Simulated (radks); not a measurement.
The nuclear charge of neutral arsenic is varied continuously with 33 electrons held in [Ar] 3d10 4s2 4p3. All-electron calculation, Dirac Kohn-Sham, PBE, spin-unpolarised, spherical densities, point nucleus; open shells fill j = l - 1/2 first. Program: a radial shooting solver on a logarithmic mesh with Libxc functionals. By the Hellmann-Feynman theorem dE/dZ = E(electron-nucleus)/Z, the electronic potential at the nucleus.

Z = 32.8: E (hartree) -2227.99729; E(electron-nucleus)/Z (hartree) -164.021; HOMO 4p3/2; e(HOMO) (eV) -3.390; <r> HOMO (bohr) 2.714
Z = 33: E (hartree) -2260.93798; E(electron-nucleus)/Z (hartree) -165.386; HOMO 4p3/2; e(HOMO) (eV) -5.047; <r> HOMO (bohr) 2.579
Z = 33.2: E (hartree) -2294.15152; E(electron-nucleus)/Z (hartree) -166.749; HOMO 4p3/2; e(HOMO) (eV) -6.840; <r> HOMO (bohr) 2.466
Z = 33.4: E (hartree) -2327.63757; E(electron-nucleus)/Z (hartree) -168.111; HOMO 4p3/2; e(HOMO) (eV) -8.758; <r> HOMO (bohr) 2.368
Z = 33.6: E (hartree) -2361.39589; E(electron-nucleus)/Z (hartree) -169.472; HOMO 4p3/2; e(HOMO) (eV) -10.793; <r> HOMO (bohr) 2.282
Z = 33.8: E (hartree) -2395.42628; E(electron-nucleus)/Z (hartree) -170.832; HOMO 4p3/2; e(HOMO) (eV) -12.939; <r> HOMO (bohr) 2.205
Z = 34: E (hartree) -2429.72860; E(electron-nucleus)/Z (hartree) -172.191; HOMO 4p3/2; e(HOMO) (eV) -15.192; <r> HOMO (bohr) 2.136

The central difference of E at Z = 33 is -165.386 hartree, to compare with the third column; the second derivative is -6.82 hartree.
